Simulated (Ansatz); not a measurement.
`O[SiH2][SiH2]O[SiH3]` + `[F][AlH][SH]` → `[F][AlH][S][SiH3]` + `O[SiH2][SiH2]O`  (ligand exchange at the Si–O bond)

Gas-phase electronic energies from Ansatz, PBE0-D4/def2-TZVP geometries. CCSD(T)/CBS is the MP2 limit (def2-TZVPP, def2-QZVPP) plus CCSD(T) − MP2 in def2-TZVPP, frozen cores. This one scheme is used for every species. DFT in def2-TZVPP. One conformer a species, not always the lowest.

Problem. Is it downhill or uphill in electronic energy at CCSD(T)/CBS, and by how much? (Best estimate.)

Solution. Ansatz gave: Uphill: ΔE = +41.7 kJ/mol.

Problem. What do these levels give: PBE-D4, BHLYP-D4, CAM-B3LYP-D4, SCS-MP2/def2-TZVPP, CCSD(T)/def2-TZVPP, HF/CBS(def2)? (An estimate is asked.)

Solution. The calculation gave: PBE-D4 29.1, BHLYP-D4 52.9, CAM-B3LYP-D4 52.1, SCS-MP2/def2-TZVPP 48.1, CCSD(T)/def2-TZVPP 45.2, HF/CBS(def2) 64.3 kJ/mol.

Largest T1 diagnostic among the species: 0.012.

Leaving LDA and LC-ωPBE aside and taking each functional with its dispersion term where it has one, the values spread over 23.8 kJ/mol, from PBE-D4 to BHLYP-D4. From PBE to PBE0 (25 % exact exchange), in def2-TZVPP and without D4, ΔE moves by +3.1 kJ/mol. In def2-TZVPP, CCSD(T) changes the Hartree–Fock value by −16.2 kJ/mol (the triples alone add −3.3 kJ/mol) and MP2 by −19.7 kJ/mol.
